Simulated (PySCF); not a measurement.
Gas-phase reaction: GeH₂Cl₂ + 2 HCl ⇌ GeH₄ + 4 Cl

Energies from PySCF, thermal terms from the rigid-rotor harmonic-oscillator model, ideal gas at 1 bar. † marks an energy on the PBE0/def2-TZVP geometry and frequencies. CCSD(T) freezes the core. Open shells (unrestricted): Cl (multiplicity 2); the rest are closed-shell singlets. Spin-orbit splitting is ignored; it lowers the true energy and changes the entropy of Cl. Ge: all electrons, no relativistic terms. CCSD(T) isn't extrapolated to the basis-set limit.

CCSD(T)/def2-SVP† gives ΔH°(298 K) = 856 kJ.

Q: What do LDA/def2-TZVP†, ωB97X-V/def2-TZVP†, CCSD(T)/def2-TZVPP† give?

A: LDA/def2-TZVP†: 1143 kJ; ωB97X-V/def2-TZVP†: 967 kJ; CCSD(T)/def2-TZVPP†: 937 kJ. For scale, ΔH°(298 K) is 856 kJ at this level, 980 kJ at ωB97M-V/def2-TZVP†, and runs from 603 to 1143 kJ over the 20 levels computed.
